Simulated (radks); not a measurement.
Spherical quantum dot in the effective-mass picture: electrons in a parabolic well V = omega^2 r^2 / 2 with omega = 1.52, all in effective atomic units (hartree* = m*/eps^2 hartree, bohr* = eps/m* bohr), one dielectric constant everywhere. Method: non-relativistic Kohn-Sham, LDA (Slater exchange, Perdew-Wang correlation), spin-polarised, spherical densities; computed with a radial shooting solver with Libxc functionals. Levels are named by radial order and angular momentum (1s, 1p, 1d, 2s, ...), and open shells are averaged over m.

N = 5, configuration 1s2 1p(up 3, down 0). This is the lowest configuration that the search found. Occupied and some empty levels:

level    occupation  eigenvalue (hartree*)  <r> (bohr*)
1s up             1                 5.5131        1.052
1s down           1                 5.6874        1.046
1p up             3                 6.6758        1.346
1p down           0                 6.8587        1.354
1d up             0                 7.9327        1.575
2s up             0                 8.0958        1.440
1d down           0                 8.1001        1.589
2s down           0                 8.2175        1.451
1f up             0                 9.2528        1.769
1f down           0                 9.3967        1.786

Energy (hartree*): total 22.9065, kinetic 6.4928, external 9.8496, Hartree 9.1252, exchange-correlation -2.5612.

Electron density:

r (bohr*)  n(r) (e/bohr*^3)
0.0522               0.4140
0.249                0.4197
0.446                0.4242
0.643                0.4128
0.840                0.3742
1.04                 0.3081
1.23                 0.2267
1.43                 0.1479
1.63                0.08460
1.82                0.04235
2.02                0.01854
2.22               0.007097
2.42               0.002377
2.61              0.0006980
